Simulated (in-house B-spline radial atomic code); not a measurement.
The numbers below are computed, except where a source is named.
# Weak and strong correlation along the adiabatic connection

Two-electron singlets in several external potentials (atomic units), by full CI in B-splines with partial waves to l = 8 (correlation energies up to 0.6 % small). The repulsion is scaled by λ at fixed density; W(λ) is the mean repulsion less the Hartree energy, W(0) = E_x, and the area under W from 0 to 1 is E_xc.

Relative drop (W(λ) − E_x)/E_x:

| system | λ = 0.12 | λ = 0.25 | λ = 0.4 | λ = 0.6 | λ = 0.8 | λ = 1 |
| --- | --- | --- | --- | --- | --- | --- |
| −V exp(−r²/w²), V = 1.62, w = 7.27 | 0.0338 | 0.0646 | 0.0940 | 0.1257 | 0.1509 | 0.1714 |
| −V exp(−r²/w²), V = 4.57, w = 2.64 | 0.0156 | 0.0312 | 0.0478 | 0.0676 | 0.0852 | 0.1010 |
| ω²r²/2 − Z/r, ω = 0.0422, Z = 2 | 0.0110 | 0.0223 | 0.0345 | 0.0497 | 0.0637 | 0.0766 |
| −Z/r, Z = 5.99, wall at 0.454 bohr | 0.0023 | 0.0047 | 0.0075 | 0.0112 | 0.0147 | 0.0182 |
| ω²r²/2, ω = 0.459 | 0.0233 | 0.0458 | 0.0686 | 0.0946 | 0.1167 | 0.1355 |
| −V exp(−r²/w²), V = 5.93, w = 11.7 | 0.0299 | 0.0577 | 0.0849 | 0.1148 | 0.1391 | 0.1592 |
| empty sphere, radius 0.881 bohr | 0.0066 | 0.0135 | 0.0212 | 0.0310 | 0.0404 | 0.0493 |

(1) Order the systems by how far second-order (GL2) theory, half the initial slope (estimated from the first points of each curve), overshoots the correlation energy, least first.
A. −V exp(−r²/w²), V = 5.93, w = 11.7
B. ω²r²/2 − Z/r, ω = 0.0422, Z = 2
C. −V exp(−r²/w²), V = 4.57, w = 2.64
D. ω²r²/2, ω = 0.459
E. empty sphere, radius 0.881 bohr
F. −V exp(−r²/w²), V = 1.62, w = 7.27
G. −Z/r, Z = 5.99, wall at 0.454 bohr

(2) What else changes along this order?

## Answers

(1) G (GL2/E_c = 1.03), E (GL2/E_c = 1.09), B (GL2/E_c = 1.15), C (GL2/E_c = 1.22), D (GL2/E_c = 1.33), A (GL2/E_c = 1.43), F (GL2/E_c = 1.49).

(2) The ratio follows the bend of the curve. With it the leading natural occupation goes from 1.999 to 1.902 and −T_c/E_c from 0.97 to 0.67 between the first and the last.
